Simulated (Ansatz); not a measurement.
Relaxation of Si(NCS)H3 (CH3NSSi) with RKS PBE-D4/def2-SVP.

```sh
$ ansatz run in.yaml --threads 4 --pin off --events-out ev --progress --plain --max-ram 3916MiB
```

```yaml
crystal:
  periodic: [false, false, false]
  atoms:
    - {symbol: Si, position_ang: [-0.002120, -0.002250, -1.126530]}
    - {symbol: N, position_ang: [-0.011450, 0.030840, 0.590010]}
    - {symbol: C, position_ang: [0.002610, 0.008600, 1.777500]}
    - {symbol: S, position_ang: [0.013190, -0.011980, 3.329490]}
    - {symbol: H, position_ang: [1.403140, -0.007420, -1.519630]}
    - {symbol: H, position_ang: [-0.704610, 1.207660, -1.541340]}
    - {symbol: H, position_ang: [-0.700770, -1.225460, -1.509500]}
basis:
  gaussian: {orbitals: def2-SVP}
hamiltonian: {xc: pbe, dispersion: d4}
scf: {omitted_lower_state_checks: [starts]}
output: {orbitals: {seedname: orbitals}}
relax: {f_tol: 0.02, max_steps: 100}
```

Hardware: 4 threads of Intel Xeon on a shared host. Wall time 16 s.

Positions (Å) and forces (eV/Å) at steps 1, 2, 3, 4, 6 of 6:

```xyz
7
step=1 energy=-21269.6934 eV
Si   -0.002   -0.002   -1.127   -0.020    0.029    0.631
N    -0.011    0.031    0.590   -0.002    0.008   -1.461
C     0.003    0.009    1.778   -0.012    0.007    0.465
S     0.013   -0.012    3.329    0.021   -0.028    1.749
H     1.403   -0.007   -1.520    0.697   -0.004   -0.455
H    -0.705    1.208   -1.541   -0.342    0.586   -0.485
H    -0.701   -1.225   -1.510   -0.342   -0.599   -0.444
7
step=2 energy=-21269.8181 eV
Si   -0.003   -0.001   -1.104   -0.009    0.014    0.079
N    -0.011    0.030    0.625    0.015   -0.020    0.020
C     0.003    0.008    1.833   -0.023    0.026   -0.584
S     0.014   -0.013    3.402    0.012   -0.013    0.689
H     1.410   -0.007   -1.579    0.181    0.000   -0.068
H    -0.708    1.212   -1.607   -0.085    0.148   -0.072
H    -0.705   -1.231   -1.568   -0.089   -0.155   -0.065
7
step=3 energy=-21269.8259 eV
Si   -0.003    0.000   -1.104   -0.003    0.005   -0.057
N    -0.011    0.030    0.627    0.014   -0.020    0.079
C     0.002    0.008    1.836   -0.017    0.019   -0.188
S     0.014   -0.013    3.416    0.006   -0.005    0.152
H     1.419   -0.006   -1.586    0.001    0.000    0.005
H    -0.712    1.220   -1.614   -0.001    0.001    0.005
H    -0.710   -1.238   -1.575    0.000   -0.001    0.005
7
step=4 energy=-21269.8261 eV
Si   -0.003   -0.001   -1.107   -0.002    0.005    0.052
N    -0.009    0.025    0.629    0.010   -0.015   -0.108
C     0.002    0.008    1.837   -0.012    0.013   -0.084
S     0.013   -0.009    3.418    0.005   -0.003    0.125
H     1.419   -0.006   -1.588    0.004    0.000    0.005
H    -0.712    1.221   -1.612   -0.002    0.004    0.005
H    -0.710   -1.238   -1.578   -0.002   -0.003    0.005
7
step=6 energy=-21269.8265 eV
Si   -0.002   -0.002   -1.107    0.000   -0.001   -0.004
N    -0.002    0.009    0.627    0.000   -0.001   -0.009
C     0.002    0.006    1.835    0.000    0.000    0.012
S     0.008    0.004    3.419    0.000    0.001    0.000
H     1.418   -0.004   -1.591    0.000    0.000    0.000
H    -0.714    1.224   -1.600    0.000    0.000    0.002
H    -0.711   -1.236   -1.583    0.000    0.000    0.000
```
